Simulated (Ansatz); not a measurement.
`COB(O)C(C)C` + CH₃OH → `COB(O)OC` + propane  (ligand exchange at a B–C bond)

Calculated with Ansatz (gas phase, PBE0-D4/def2-TZVP geometries, no zero-point term in ΔE). CCSD(T)/CBS is the MP2 limit (def2-TZVPP, def2-QZVPP) plus CCSD(T) − MP2 in def2-TZVPP, frozen cores. This one scheme is used for every species. Functionals use def2-TZVPP. HSE06 is defined as in plane-wave codes. One conformer a species, not always the lowest.

```
         level  ΔE (kcal/mol)
       BLYP-D4          -31.5
        B97M-V          -32.9
    r2SCANh-D4          -32.7
      HSE06-D4          -31.1
       r2SCANh          -33.1
  MP2/def2-SVP          -35.2
MP2/def2-TZVPP          -31.3
  HF/CBS(def2)          -38.3
```

Question: What does CCSD(T)/CBS give? (Best estimate.)

Answer: Ansatz gave: -31.3 kcal/mol. The listed levels differ from it by -0.2, -1.6, -1.4, 0.2, -1.8, -3.9, 0.0, -7.0 kcal/mol.

Largest T1 diagnostic among the species: 0.012.

At CCSD(T), def2-SVP lies −3.8 kcal/mol from the extrapolated value and def2-TZVPP −0.3 kcal/mol. In def2-TZVPP, CCSD(T) changes the Hartree–Fock value by +6.6 kcal/mol (the triples alone add +0.9 kcal/mol) and MP2 by +6.9 kcal/mol. Leaving LDA and LC-ωPBE aside and taking each functional with its dispersion term where it has one, the values, not all of them listed here, spread over 5.0 kcal/mol, from BHLYP-D4 to revPBE-D4.
